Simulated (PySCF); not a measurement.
**TbI at PBE**

Level: PBE. PySCF, spin-free X2C with a Gaussian nucleus, basis sets Tb x2c-SVPall, I x2c-SVPall.

```
state                                           : septet, about 8.6 electrons in the 4f shell (Mulliken), real f orbitals that mix terms
bond length                                     : 2.841 Å
harmonic wavenumber                             : 166 cm⁻¹
force constant                                  : 1.15 mdyn/Å
rotational constant Be                          : 0.02960 cm⁻¹
anharmonicity ωexe                              : 0.300 cm⁻¹
vibration–rotation constant αe                  : 7.49e-05 cm⁻¹
well depth De to Tb (4f9 6s2) + I               : 3.67 eV
dissociation energy D0                          : 3.66 eV
bond order (Mayer)                              : 1.35
dipole moment (positive dipole means Tb(−)I(+)) : -3.55 D
```

Spin–orbit coupling is left out, which matters for elements this heavy, above all for dissociation energies. Counting both spins, an empty level lies below a filled one in this solution, because spin and occupation are held. With d or f electrons several states lie close, and the lowest PBE0 determinant need not be the measured ground state.
